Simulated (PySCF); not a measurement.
SMILES C#CC[SiH2][Si](Cl)(Cl)Cl (C3H5Cl3Si2) at its GFN2-xTB optimised geometry (Å):

```
13

C      2.9279     0.2027     2.0318
C      2.5221    -0.4423     1.1085
C      2.0035    -1.2081     0.0000
Si     0.0880    -1.2081     0.0000
Si    -0.6537     0.9993     0.0000
Cl     0.5374     2.2289    -1.0977
Cl    -0.7524     1.8047     1.8615
Cl    -2.5221     1.1527    -0.7922
H      3.3065     0.7624     2.8335
H      2.3854    -2.2289     0.0638
H      2.3814    -0.7763    -0.9302
H     -0.3931    -1.9230     1.1882
H     -0.3568    -1.9358    -1.1965
```

Computed with B3LYP/def2-TZVP in PySCF.

Map of the Laplacian of the electron density (e/bohr⁵), clipped to [-1.50, 1.50] on the plane z = 0.6 Å:

```
|:::::::::::::::::::::::::|
|:::::::::::::::::::::::::|
|:::::::::::::::::::::::::|
|:::::::::::::::::::::::::|
|:::::::::::::::::::::::::|
|:::::::::::::::::::::::::|
|:::::::::::::::::::::::::|
|:::::::::----::::::::::::|
|::::::::-::::::::::::::::|
|:::::::--:*+:::::::::::::|
|:::::::::-%#:::::::::::::|
|::::::::::-::::::---:::::|
|::::::::::::::::-----::::|
|:::::::::::::::--: --::::|
|::::::::::::+-:--  --::::|
|:::::::::::-@*:--:--:::::|
|:::::::::::.:-:-----:::::|
|::::::::::::::::----:::::|
|:::::::::::::::::--::::::|
|:::::::::::::::::::::::::|
|:::::::::::::::::::::::::|
|:::::::::::::::::::::::::|
|:::::::::::::::::::::::::|
|:::::::::::::::::::::::::|
|:::::::::::::::::::::::::|
```
Scale: ten equal steps from -0.557 (start of ' ') to 1.50 (end of '@'), in the order ' .:-=+*#%@'; x runs from -5.00 to 5.00, y from -5.00 (bottom) to 5.00 (top).
